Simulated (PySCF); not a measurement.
**HgI⁺ at RHF-MP2**

Computed with RHF-MP2; basis Hg def2-SVP with ECP60, I def2-SVP with ECP28; scalar-relativistic core potentials; PySCF 2.14.

```json
{"state": "¹Σ⁺ (singlet), closed shell", "bond length": "259.3 pm", "harmonic wavenumber": "189 cm⁻¹", "force constant": "1.64 mdyn/Å", "rotational constant Be": "0.03216 cm⁻¹", "anharmonicity ωexe": "0.454 cm⁻¹", "vibration–rotation constant αe": "9.32e-05 cm⁻¹", "well depth De to Hg⁺ + I": "1.73 eV", "dissociation energy D0": "1.72 eV"}
```

Correlated steps freeze 4 core orbitals. Correlated levels converge slowly with the basis: in double zeta they bind strong bonds too weakly, by up to about 1 eV, and carry superposition errors of some tenths. These are scalar-relativistic numbers at best; spin–orbit coupling would shift them, the dissociation energy most. For an ion De counts to the pair picked by the measured ionisation energies or electron affinities, which need not be the lowest pair at this level. Where the molecule has an RHF reference, its open-shell atoms are computed with UHF.
